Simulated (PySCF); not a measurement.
Pm⁴⁵⁺: ionisation energy

Pm⁴⁵⁺ [Ne] 3s2 3p4 [3p1/2^2 3p3/2^2, M_J = 2] → Pm⁴⁶⁺ [Ne] 3s2 3p3 [3p1/2^2 3p3/2^1, M_J = 3/2], as a difference of total energies. Computed with PySCF 2.14 in an uncontracted even-tempered set (18 s from 11 bohr⁻², ratio 2.4; 14 p from 14 bohr⁻², ratio 2.4; 4 d from 51 bohr⁻², ratio 2.6; 4 f from 76 bohr⁻², ratio 2.6), with the two-component X2C-1e Hamiltonian. Correlated levels: 1s2 frozen; the 54 highest virtual spinors dropped. "Screened" scales the spin-orbit matrix elements by Boettger's factors to mimic the two-electron term; Breit and QED terms are absent.

```json
{"method": "GHF (spin-free)", "ionisation energy (eV)": "3748.9"}
{"method": "GMP2 (spin-free)", "ionisation energy (eV)": "3750.1"}
{"method": "GHF (screened spin-orbit)", "ionisation energy (eV)": "3720.3"}
{"method": "GMP2 (screened spin-orbit)", "ionisation energy (eV)": "3720.6"}
```

Breit and QED terms and the two-electron picture change are absent.

The spin-free rows relax to the high-spin LS determinant and lack the spin-orbit shift.

The labels give the starting determinants; with spin-orbit coupling the two ends relaxed to ⟨J²⟩ = 6.00, ⟨L²⟩ = 3.20, ⟨S²⟩ = 1.42 and ⟨J²⟩ = 3.75, ⟨L²⟩ = 2.46, ⟨S²⟩ = 1.55.

For comparison: 3718 ± 4 eV (theoretical estimate listed by NIST; NIST Atomic Spectra Database, ionization energies).
